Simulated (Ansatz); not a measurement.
The cluster Pb2O⁺. Total charge 1; doublet. Geometry PBE-D4/def2-TZVP.

```xyz
3

Pb    1.6756   -0.1276   -0.4088
Pb   -1.6627    0.1768   -0.4417
O    -0.0128   -0.0492    0.8505
```

In the def2 sets Pb takes a core potential; there is no spin–orbit coupling. B3LYP takes the VWN-RPA correlation. The structure comes from a short search, and lower isomers may exist.

Problem. Estimate the α-spin orbital energies around the gap (eV) in Ansatz with PBE-D4/def2-TZVP, BLYP-D4/def2-TZVP, B3LYP-D4/def2-TZVP, PBE0-D4/def2-SVP, r2SCAN0-D4/def2-TZVP.

Solution. 
```json
{"orbital": "HOMO−9", "PBE-D4/def2-TZVP": "-26.44", "BLYP-D4/def2-TZVP": "-26.28", "B3LYP-D4/def2-TZVP": "-28.34", "PBE0-D4/def2-SVP": "-28.85", "r2SCAN0-D4/def2-TZVP": "-29.33"}
{"orbital": "HOMO−8", "PBE-D4/def2-TZVP": "-26.43", "BLYP-D4/def2-TZVP": "-26.27", "B3LYP-D4/def2-TZVP": "-28.34", "PBE0-D4/def2-SVP": "-28.84", "r2SCAN0-D4/def2-TZVP": "-29.33"}
{"orbital": "HOMO−7", "PBE-D4/def2-TZVP": "-26.28", "BLYP-D4/def2-TZVP": "-26.13", "B3LYP-D4/def2-TZVP": "-28.18", "PBE0-D4/def2-SVP": "-28.69", "r2SCAN0-D4/def2-TZVP": "-29.16"}
{"orbital": "HOMO−6", "PBE-D4/def2-TZVP": "-25.16", "BLYP-D4/def2-TZVP": "-25.00", "B3LYP-D4/def2-TZVP": "-27.11", "PBE0-D4/def2-SVP": "-27.49", "r2SCAN0-D4/def2-TZVP": "-28.20"}
{"orbital": "HOMO−5", "PBE-D4/def2-TZVP": "-17.47", "BLYP-D4/def2-TZVP": "-17.32", "B3LYP-D4/def2-TZVP": "-18.56", "PBE0-D4/def2-SVP": "-18.87", "r2SCAN0-D4/def2-TZVP": "-19.08"}
{"orbital": "HOMO−4", "PBE-D4/def2-TZVP": "-17.09", "BLYP-D4/def2-TZVP": "-16.93", "B3LYP-D4/def2-TZVP": "-18.19", "PBE0-D4/def2-SVP": "-18.44", "r2SCAN0-D4/def2-TZVP": "-18.77"}
{"orbital": "HOMO−3", "PBE-D4/def2-TZVP": "-12.02", "BLYP-D4/def2-TZVP": "-11.90", "B3LYP-D4/def2-TZVP": "-13.06", "PBE0-D4/def2-SVP": "-13.29", "r2SCAN0-D4/def2-TZVP": "-13.52"}
{"orbital": "HOMO−2", "PBE-D4/def2-TZVP": "-11.96", "BLYP-D4/def2-TZVP": "-11.84", "B3LYP-D4/def2-TZVP": "-12.97", "PBE0-D4/def2-SVP": "-13.14", "r2SCAN0-D4/def2-TZVP": "-13.36"}
{"orbital": "HOMO−1", "PBE-D4/def2-TZVP": "-11.94", "BLYP-D4/def2-TZVP": "-11.83", "B3LYP-D4/def2-TZVP": "-12.94", "PBE0-D4/def2-SVP": "-13.14", "r2SCAN0-D4/def2-TZVP": "-13.29"}
{"orbital": "HOMO", "PBE-D4/def2-TZVP": "-8.96", "BLYP-D4/def2-TZVP": "-8.80", "B3LYP-D4/def2-TZVP": "-9.54", "PBE0-D4/def2-SVP": "-9.67", "r2SCAN0-D4/def2-TZVP": "-9.93"}
{"orbital": "LUMO", "PBE-D4/def2-TZVP": "-8.02", "BLYP-D4/def2-TZVP": "-7.97", "B3LYP-D4/def2-TZVP": "-7.52", "PBE0-D4/def2-SVP": "-7.21", "r2SCAN0-D4/def2-TZVP": "-7.18"}
{"orbital": "LUMO+1", "PBE-D4/def2-TZVP": "-7.88", "BLYP-D4/def2-TZVP": "-7.85", "B3LYP-D4/def2-TZVP": "-7.39", "PBE0-D4/def2-SVP": "-7.13", "r2SCAN0-D4/def2-TZVP": "-6.97"}
{"orbital": "LUMO+2", "PBE-D4/def2-TZVP": "-7.31", "BLYP-D4/def2-TZVP": "-7.22", "B3LYP-D4/def2-TZVP": "-6.97", "PBE0-D4/def2-SVP": "-6.81", "r2SCAN0-D4/def2-TZVP": "-6.85"}
{"orbital": "LUMO+3", "PBE-D4/def2-TZVP": "-6.17", "BLYP-D4/def2-TZVP": "-6.09", "B3LYP-D4/def2-TZVP": "-5.64", "PBE0-D4/def2-SVP": "-5.31", "r2SCAN0-D4/def2-TZVP": "-5.21"}
{"orbital": "LUMO+4", "PBE-D4/def2-TZVP": "-4.46", "BLYP-D4/def2-TZVP": "-4.43", "B3LYP-D4/def2-TZVP": "-3.94", "PBE0-D4/def2-SVP": "-3.47", "r2SCAN0-D4/def2-TZVP": "-3.28"}
{"orbital": "LUMO+5", "PBE-D4/def2-TZVP": "-1.79", "BLYP-D4/def2-TZVP": "-1.65", "B3LYP-D4/def2-TZVP": "-1.36", "PBE0-D4/def2-SVP": "0.06", "r2SCAN0-D4/def2-TZVP": "-0.47"}
{"orbital": "β HOMO", "PBE-D4/def2-TZVP": "-11.64", "BLYP-D4/def2-TZVP": "-11.53", "B3LYP-D4/def2-TZVP": "-12.55", "PBE0-D4/def2-SVP": "-12.66", "r2SCAN0-D4/def2-TZVP": "-12.87"}
{"orbital": "β LUMO", "PBE-D4/def2-TZVP": "-8.22", "BLYP-D4/def2-TZVP": "-8.22", "B3LYP-D4/def2-TZVP": "-7.77", "PBE0-D4/def2-SVP": "-7.46", "r2SCAN0-D4/def2-TZVP": "-7.20"}
```
